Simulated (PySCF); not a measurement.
BeF₂, SMILES [F][Be][F]. Atoms are numbered in the order given.

```xyz
3

Be     0.0000     0.0000     0.0000
F      0.0000     0.0000    -1.3783
F      0.0000     0.0000     1.3783
```

Geometry optimised at PBE0-D3(BJ)/def2-TZVP. The isomer is the one that the SMILES or the coordinates give; other isomers of the formula were not compared.

The numbers are results of PySCF with PBE0/def2-TZVPD, not measurements.

Isolated molecule, no solvent.

```yaml
total_energy: -214.46578 hartree
point_group: D∞h
highest_occupied_level: -11.81 eV
lowest_empty_level: -0.74 eV
orbital_gap: 11.07 eV
dipole_moment: 0.00 D
quadrupole, principal values (traceless, Buckingham form, about the centre of nuclear charge): -8.25, 4.12, 4.12 D·Å
mean_static_polarisability: 13.7 bohr³ (2.04 Å³)
polarisability_principal_values: 12.6, 12.6, 16.1 bohr³
```
